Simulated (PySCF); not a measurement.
Compound: AlFH₃Sb.
Z-matrix (Å and degrees, PBE0-D3(BJ)/def2-SVP geometry), rows numbered from 1:
```
F 
Al  1  1.6706
Sb  2  2.6447  1  117.27
H   2  1.5852  1  115.42  3  -179.84
H   3  1.7212  2   86.84  1   135.16
H   3  1.7213  2   86.74  1  -134.88
```

Theory: PBE0-D3(BJ)/def2-SVP geometry optimisation, gas phase, def2 core potentials past Kr (PySCF 2.14.0).

Masses are those of the commonest isotopes; rigid-rotor values at the optimised geometry. The values belong to one conformer with, in the numbering `[F:1][AlH:2][SbH2:3]`, F1–Al2–Sb3–H 135° and -135°.

Question: Give the principal moments of inertia and the rotational constants in MHz.

Answer: Ia = 27.96, Ib = 328.41, Ic = 350.42 u·Å²; 505379 MHz·u·Å²/I gives A = 18074, B = 1539, C = 1442 MHz.

Question: What kind of rotor is it?

Answer: A near-prolate asymmetric top: κ = (2 × 1539 − 18074 − 1442)/(18074 − 1442) = -0.99.

Question: Is it planar, by Δ = Ic − Ia − Ib?

Answer: Not planar: Δ = Ic − Ia − Ib = -5.95 u·Å². For a rigid frame Δ = −2 Σ m c², so Σ m c² = 2.97 u·Å² lies off the ab plane, practically all of it from hydrogen. The atom farthest from that plane is 1.22 Å away.

Question: Give the other two planar moments, Paa and Pbb, and the rms extents of the mass along the axes.

Answer: Paa = Σ m a² = (Ib + Ic − Ia)/2 = 325.43 and Pbb = Σ m b² = (Ia + Ic − Ib)/2 = 24.99 u·Å². With the mass M = 169.91 u, the rms extents √(P/M) along a, b and c are 1.38, 0.38, 0.13 Å.

Question: Where do the levels up to J = 2 lie, in K?

Answer: Above 0(0,0), as E/k:
J = 1: 1(0,1) 0.143, 1(1,1) 0.937, 1(1,0) 0.941
J = 2: 2(0,2) 0.429, 2(1,2) 1.218, 2(1,1) 1.232, 2(2,1) 3.613, 2(2,0) 3.613
Those of J = 1 are B + C, A + C and A + B.

Question: Predict some low-J microwave lines.

Answer: The dipole components are |μa| = 0.94 D, |μb| = 0.73 D, |μc| = 0.00 D; the mirror of this Cs structure is the ab plane, so μc vanishes by symmetry (the 0.01 D computed is a residue) and there are no c-type lines. Intensities carry the squares of the components, which stand as 1.00 : 0.60 (a : b). Some lines, for components of 0.1 D or more:

```csv
type,branch,"J(Ka,Kc)",MHz,lower level (cm⁻¹)
a,Q,"3(1,2) ← 3(1,3)",580,1.140
a,Q,"4(1,3) ← 4(1,4)",967,1.531
a,R,"2(0,2) ← 1(0,1)",5962,0.099
a,R,"3(2,1) ← 2(2,0)",8945,2.511
a,R,"4(0,4) ← 3(0,3)",11920,0.597
b,Q,"3(1,2) ← 3(0,3)",16875,0.597
b,Q,"4(1,3) ← 4(0,4)",17072,0.994
b,Q,"4(2,2) ← 4(1,3)",49273,1.564
b,Q,"2(2,0) ← 2(1,1)",49605,0.856
b,Q,"4(2,3) ← 4(1,4)",50234,1.531
b,R,"2(2,1) ← 1(1,0)",55663,0.654
b,R,"3(2,1) ← 2(1,2)",58840,0.847
b,R,"4(2,3) ← 3(1,2)",61384,1.159
b,R,"4(2,2) ← 3(1,3)",61970,1.140
b,Q,"4(3,1) ← 4(2,2)",82911,3.207
b,Q,"3(3,0) ← 3(2,1)",82914,2.809
b,Q,"4(3,2) ← 4(2,3)",82917,3.207
b,R,"3(3,1) ← 2(2,0)",91859,2.511
b,R,"4(3,2) ← 3(2,1)",94839,2.809
b,R,"4(3,1) ← 3(2,2)",94841,2.809
b,Q,"4(4,1) ← 4(3,2)",116081,5.973
b,R,"4(4,0) ← 3(3,1)",128007,5.575
```

Question: Estimate the classical rotational partition function at 10 K, 298.15 K and 500 K.

Answer: Point group Cs, symmetry number σ = 1; q = (√π/σ)·√((kT/h)³/(ABC)), k/h = 20836.6 MHz/K: 842 at 10 K, 137000 at 298.15 K, 298000 at 500 K.

No PBE0-D3(BJ)/def2-SVP frequencies stand behind this structure, so it isn't proved a minimum. These are rigid-rotor constants of the computed structure; measured ground-state constants (B0) also hold zero-point vibration. Quadrupole hyperfine structure (27Al) is left out.
